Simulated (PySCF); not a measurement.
Job for PySCF: R-MP2/6-31G* on H2 (SMILES [H][H]) with ghost functions, monomers drawn apart or pushed together.

```python
from pyscf import gto, scf, dft, mp
from pyscf.data.elements import chemcore

mol = gto.M(
    atom='''
    H    -0.31464169   -0.21504588    0.47386967
    H     0.00558872   -0.00639791   -0.16753557
    ghost-N    1.08434162    0.80272842    5.38533882
    ghost-C    0.00969034    0.08977184    5.80160045
    ghost-O   -0.78172491   -0.46293642    5.07130713
    ghost-H    1.26435688    0.89897233    4.39903505
    ghost-H    1.70530519    1.23958370    6.04291691
    ghost-H   -0.07648276    0.06091216    6.90314911
    ''',
    basis='6-31g*',
    cart=True,
    charge=0, spin=0, verbose=3, max_memory=1800)
mf = scf.RHF(mol)
mf.conv_tol = 1e-8
mf.max_cycle = 100
mf.kernel()
if not mf.converged:
    mf = mf.newton().run(mf.mo_coeff, mf.mo_occ)
pt = mp.MP2(mf, frozen=chemcore(mol)).run()
```

It printed:

```
converged SCF energy = -1.12663344600776
E(RMP2) = -1.14408690394537  E_corr = -0.0174534579376065
E(SCS-RMP2) = -1.14757759553289  E_corr = -0.0209441495251278
```

The calculation finished and met its thresholds.

Cost: around 0.4 core-seconds (rough).
